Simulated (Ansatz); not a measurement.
Species: DCNQI `N#CN=C1C=CC(=NC#N)C=C1` with one electron added (charge -1, multiplicity 2).

**Question.** Give a relaxed geometry from B3LYP-D3(BJ)/def2-SVP (Ansatz, a first-principles code).

**Answer.** the end point of this relaxation (outside a Z-matrix the atoms follow the SMILES, hydrogens last).
Bond lengths (Å): N1–C2 1.178, C2–N3 1.308, N3–C4 1.349, C4–C5 1.433, C4–C12 1.435, C5–C6 1.374, C5–H13 1.093, C6–C7 1.435, C6–H14 1.093, C7–N8 1.349, C7–C11 1.433, N8–C9 1.308, C9–N10 1.178, C11–C12 1.374, C11–H15 1.093, C12–H16 1.093. Angles (°): N1–C2–N3 174.9, C2–N3–C4 121.8, N3–C4–C5 118.5, N3–C4–C12 124.7, C5–C4–C12 116.8, C4–C5–C6 121.9, C4–C5–H13 117.0, C6–C5–H13 121.1, C5–C6–C7 121.3, C5–C6–H14 120.6, C7–C6–H14 118.1, C6–C7–N8 124.7, C6–C7–C11 116.8, N8–C7–C11 118.5, C7–N8–C9 121.8, N8–C9–N10 174.9, C7–C11–C12 121.9, C7–C11–H15 117.0, C12–C11–H15 121.1, C4–C12–C11 121.3, C4–C12–H16 118.1, C11–C12–H16 120.6.
